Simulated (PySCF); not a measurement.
Delta-SCF ions had no search for a lower state. 

Cartesian coordinates (Å):
```xyz
5

C      1.0821     0.0994    -0.0296
C     -0.0720    -0.1459     0.1951
O     -1.2946    -0.4818     0.5012
H      2.0960     0.3311    -0.2415
H     -1.9204     0.0696     0.0109
```
Charge 0, multiplicity 1.

### Question
Estimate the LUMO, vertical ionisation energy (Delta-SCF) and HOMO that PBE-D3(BJ)/def2-TZVP // r2SCAN-D4/def2-TZVP run with PySCF returns for this input.

### Answer

- LUMO = -0.56 eV
- vertical ionisation energy (Delta-SCF) = 9.89 eV
- HOMO = -5.97 eV
